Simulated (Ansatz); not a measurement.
Cost and result for the atomization energy of C$_{2}$H$_{6}$O$_{2}$Si, SMILES `COC(=O)[SiH3]` (11 atoms, 10 bonds).

```xyz
11

C    -1.4555    1.1471   -0.8410
O    -0.1676    0.7861   -0.3367
C    -0.0685   -0.4558    0.1563
O    -0.9853   -1.2344    0.1860
Si    1.6823   -0.8942    0.8111
H    -1.7465    0.4820   -1.6549
H    -1.3575    2.1696   -1.1978
H    -2.2053    1.0858   -0.0513
H     2.6073    0.2602    0.7154
H     1.5203   -1.3200    2.2215
H     2.1765   -2.0264   -0.0085
```

Total charge 0; spin multiplicity 1. All single points use the PBE0-D4/def2-TZVP geometry. Program: Ansatz. All runs use 4 threads of an Intel Xeon 6975P-C on a shared host. Times are those of one run each, without the atoms' runs, and a repeat can differ threefold. Electronic energies, without spin–orbit coupling; frozen cores. CCSD(T)/CBS adds CCSD(T) − MP2 in def2-TZVPP to the MP2 limit, and its time is that of the two runs behind it. T1 = 0.016.

CCSD(T)/CBS is a level of theory with its own doubt, some kJ/mol a heavy atom from the limit and from the frozen cores, so smaller differences don't rank the functionals.

```csv
level,functions,wall time,atomization (kcal/mol),difference from CCSD(T)/CBS,per bond
BLYP-D4/def2-TZVPP,250,1 s,996.8,4.2,0.4
PBE0-D4/def2-TZVPP,250,1.4 s,991.3,-1.3,-0.1
BHLYP-D4/def2-TZVPP,250,1.5 s,955.9,-36.7,-3.7
CAM-B3LYP-D4/def2-TZVPP,250,1.7 s,997.9,5.3,0.5
r2SCAN-D4/def2-TZVPP (with forces),250,2 s,996.6,4.0,0.4
r2SCANh-D4/def2-TZVPP,250,2.1 s,987.6,-5.0,-0.5
CCSD(T)/def2-SVP,104,2.5 s,940.3,-52.3,-5.2
B2PLYP/def2-TZVPP,250,2.6 s,982.9,-9.7,-1.0
B97M-V/def2-TZVPP,250,3.2 s,993.3,0.7,0.1
ωB97X-V/def2-TZVPP,250,3.2 s,997.0,4.4,0.4
MP2/def2-QZVPP,478,12 s,1000.4,7.8,0.8
CCSD(T)/def2-TZVPP,250,37 s,966.0,-26.6,-2.7
CCSD(T)/CBS(def2),–,48 s,992.6,0.0,0.0
```

From BLYP to BHLYP (50 % exact exchange), in def2-TZVPP and without D4, the atomization energy moves by −35.9 kcal/mol: exact exchange takes away binding that semilocal exchange gives to molecules. The D4 term adds +7.5 kcal/mol with B3LYP and +3.9 kcal/mol with PBE0; it sums over pairs of atoms, weighted by their polarisabilities, and B3LYP, whose exchange is more repulsive, gets the larger term. In def2-TZVPP, CCSD(T) changes the Hartree–Fock value by +262.2 kcal/mol (the triples alone add +17.1 kcal/mol) and MP2 by +280.8 kcal/mol; breaking electron pairs costs correlation energy, which Hartree–Fock lacks.

B3LYP here is the variant with VWN-RPA as its local correlation; programs differ in this.
